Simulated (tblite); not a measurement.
Species: C7H11PS2.
Numbering: `[CH:1]#[C:2][CH2:3][P:4]1(=[S:5])[CH2:6][CH2:7][S:8][CH2:9][CH2:10]1` (hydrogens: H11 on C1; H12, H13 on C3; H14, H15 on C6; H16, H17 on C7; H18, H19 on C9; H20, H21 on C10)

Cartesian coordinates in Å at the GFN2-xTB level; atoms count from 1:
```xyz
21
C7H11PS2 angstrom
C      2.8152    0.6408   -1.7573
C      2.4336    0.6726   -0.6226
C      1.9287    0.6938    0.7259
P      0.1510    0.1734    0.8152
S     -0.6131    0.1717    2.5952
C      0.1165   -1.4625   -0.0401
C     -1.3287   -1.8598   -0.2825
S     -2.1113   -0.8024   -1.5385
C     -2.1132    0.7654   -0.6166
C     -0.7034    1.2813   -0.3894
H      3.1737    0.6215   -2.7428
H      2.4933    0.0106    1.3707
H      1.9873    1.7007    1.1551
H      0.5992   -2.1879    0.6242
H      0.6739   -1.4048   -0.9780
H     -1.9125   -1.7809    0.6384
H     -1.4019   -2.8761   -0.6686
H     -2.6229    0.5978    0.3358
H     -2.6976    1.4593   -1.2203
H     -0.1402    1.3203   -1.3248
H     -0.7366    2.2822    0.0552
```

Level: GFN2-xTB in tblite, geometry and Hessian alike; calculated harmonic values, unscaled, isolated species. This tight-binding method is rough: wavenumbers can miss measured ones by several per cent, in bad cases by 10 to 20. One conformer, not necessarily the lowest.

Harmonic wavenumbers (cm⁻¹): 57.3, 58.3, 104.8, 132.3, 164.8, 186.0, 220.2, 246.3, 261.7, 293.2, 302.2, 336.2, 377.5, 456.0, 574.8, 637.5, 646.5, 671.3, 673.6, 687.5, 744.1, 755.1, 765.9, 817.5, 853.6, 854.4, 926.1, 997.6, 1031.3, 1039.2, 1045.8, 1070.3, 1076.2, 1121.1, 1147.8, 1175.5, 1238.5, 1244.7, 1245.6, 1258.9, 1383.2, 1398.1, 1405.1, 1429.1, 1436.0, 2284.0, 2908.3, 2920.3, 2923.1, 2923.1, 2946.6, 2947.0, 2958.1, 2961.7, 3000.9, 3001.8, 3398.6.

A = 1005, B = 782.3, C = 563.8 MHz; mass 190.004 u (most abundant isotopes); point group Cs, symmetry number 1.

Zero-point energy?

½Σν̃ = 34861 cm⁻¹ = 417.03 kJ/mol.

Entropy at 400 K, 1 bar (ideal gas, RRHO, classical rotation)?

Translation 180.40, rotation 133.21, vibration 204.66: S = 518.3 J/(mol K).

And Cp and H(400 K) − H(0)?

Cp = 243.32 J/(mol K), of which vibrations give 210.06 (their classical limit is 57 R = 473.9); H(400 K) − H(0) = 56.54 kJ/mol without the zero-point energy, 43.24 from vibrations.

Which modes carry the vibrational entropy at 400 K?

57.3 cm⁻¹: 21.46; 58.3 cm⁻¹: 21.32; 104.8 cm⁻¹: 16.48; 132.3 cm⁻¹: 14.57; 164.8 cm⁻¹: 12.78; 186.0 cm⁻¹: 11.81 J/(mol K); the other 51 give 106.24 together.

How do the functions run with temperature in this model?

```
T (K)  S (J/(mol K))  Cp (J/(mol K))  H − H(0) (kJ/mol)  G − H(0) (kJ/mol)  ln q(vib)
  100          308.1            90.0               5.84             -24.97       1.86
  200          387.1           143.3              17.54             -59.88       5.07
  300          455.2           195.9              34.51            -102.05       8.35
  500          576.9           281.8              82.87            -205.56      14.83
  800          727.6           358.2             179.99            -402.10      23.96
 1000          811.2           390.9             255.06            -556.17      29.51
```

q(vib) and H(0) count from the zero-point level.

Hindered rotation and anharmonicity are outside this model. Other conformers, if any are populated, would add a mixing term that is left out.

The run took 1.5 s wall on Intel Xeon Platinum 8488C, one thread, shared host with 192 logical CPUs at a one-minute load of 38. This covers the Hessian and the dipole derivatives.
